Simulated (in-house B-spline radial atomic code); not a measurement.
Computed with a B-spline radial atomic code. Model: two electrons, singlet ground state, non-relativistic, full CI in B-splines with partial waves to l = 8 (at full coupling up to 3e-4 hartree above the limit, correlation up to 0.6 % small), density held at that of full coupling by Lieb maximisation.

W(λ) is the mean repulsion in the state of coupling λ less the Hartree energy of the fixed density. Its start is exact exchange, its initial slope is twice the second-order Görling-Levy correlation energy, and its area from 0 to 1 is E_xc. A straight curve means weak, dynamic correlation, and a curve that drops fast and flattens means strong correlation.

Command:
```bash
python run_ac.py task.json out
```
Settings (lengths in bohr, energies in hartree):
```
potential              ball
strength               1
lmax                   8
wall_radius            0.43
```

Run time, properties included: 2.8 s on 1 thread of Intel(R) Xeon(R) Processor @ 2.30GHz, on a shared host.

**W = mean repulsion less Hartree energy, and W of three functionals.**

Given: confinement empty hard sphere; hard wall radius 0.43 bohr; external potential zero inside.

Computed: LDA exchange minus exact 555.43 millihartree; PBE exchange minus exact 175.13 millihartree.

```
coupling  W xc (hartree)  W xc minus exchange (millihartree)  kinetic minus Kohn-Sham (millihartree)  LDA (PW92) W minus its exchange (millihartree)  PBE W minus its exchange (millihartree)  SCAN W minus its exchange (millihartree)
       0         -4.1252                                   0                                       0                                               0                                        0                                         0
    0.02         -4.1274                              -2.212                                       0                                          -15.53                                    -4.04                                     -1.97
    0.05               ?                                   ?                                       ?                                               ?                                        ?                                         ?
    0.12         -4.1383                             -13.192                                     0.8                                          -67.05                                   -23.46                                    -11.64
    0.25         -4.1524                             -27.264                                     3.4                                         -118.07                                   -47.19                                    -23.92
     0.4         -4.1684                             -43.224                                     8.6                                         -167.39                                   -72.95                                    -37.76
     0.6         -4.1892                             -64.052                                      19                                         -224.07                                  -105.17                                    -55.75
     0.8         -4.2095                             -84.376                                    33.2                                         -273.93                                   -135.4                                    -73.27
       1         -4.2294                             -104.21                                      51                                         -318.96                                  -163.99                                    -90.34
     1.4         -4.2676                             -142.47                                    96.9                                         -398.62                                   -217.1                                   -123.29
       2         -4.3217                             -196.51                                   188.6                                         -500.21                                  -288.76                                   -170.03
       3         -4.4036                             -278.49                                   392.7                                         -639.13                                  -392.47                                   -241.75
     4.5               ?                                   ?                                       ?                                               ?                                        ?                                         ?
       7         -4.6536                             -528.48                                  1606.8                                         -1011.7                                   -693.9                                   -471.49
      10         -4.7846                             -659.49                                  2711.2                                         -1196.8                                  -852.65                                   -601.78
```

**Question.** What belongs in the row 0.05?

**Answer.** W xc (hartree): -4.1307; W xc minus exchange (millihartree): -5.521; kinetic minus Kohn-Sham (millihartree): 0.1; LDA (PW92) W minus its exchange (millihartree): -33.22; PBE W minus its exchange (millihartree): -9.99; SCAN W minus its exchange (millihartree): -4.9.

**Question.** What belongs in the row 4.5?

**Answer.** W xc (hartree): -4.5103; W xc minus exchange (millihartree): -385.12; kinetic minus Kohn-Sham (millihartree): 790.3; LDA (PW92) W minus its exchange (millihartree): -804.02; PBE W minus its exchange (millihartree): -522.32; SCAN W minus its exchange (millihartree): -337.29.

**Question.** What is the SCAN exchange minus exact?

**Answer.** -36.562 millihartree.

**Energy parts, natural occupations and partial-wave weights.**

Computed: total energy 57.4643 hartree; exchange energy -4.1252 hartree; kinetic part of the DFT correlation energy 0.051041 hartree; kinetic part over minus potential part 0.48979; Hartree energy 8.2503 hartree; Kohn-Sham kinetic 53.392 hartree; Lieb Oxford ratio E_xc over LDA exchange 1.1705.

| natural | occupation of the shell (electrons) |
| --- | --- |
| s | 1.9985 |
| p | 0.0013361 |
| d | 6.7923e-05 |
| s | ? |
| f | 9.4802e-06 |
| p | 7.0529e-06 |

**Question.** What belongs in the row s?

**Answer.** occupation of the shell (electrons): 3.2517e-05.

```json
{"wave": "s", "weight": "0.99929"}
{"wave": "p", "weight": "0.00067177"}
{"wave": "d", "weight": "3.4924e-05"}
{"wave": "f", "weight": "?"}
{"wave": "g", "weight": "1.1776e-06"}
```

**Question.** What belongs in the row f?

**Answer.** weight: 5.0512e-06.

**Question.** What is the correlation energy?

**Answer.** -0.053169 hartree.

**Question.** What is the initial slope twice GL2?

**Answer.** -0.11074 hartree.

Half-way to full coupling W has made 51 % of its drop, against 50 % for a straight line, and second-order (GL2) theory, half the initial slope, overshoots the correlation energy by about 4 %: correlation is weak here. Over couplings 0 to 1 the errors in E_xc come to about +422 millihartree for LDA, +141 millihartree for PBE, -30 millihartree for SCAN, so SCAN is nearest. In LDA and PBE and SCAN the errors of exchange and correlation have opposite signs, so the sum is smaller than the larger of the two.
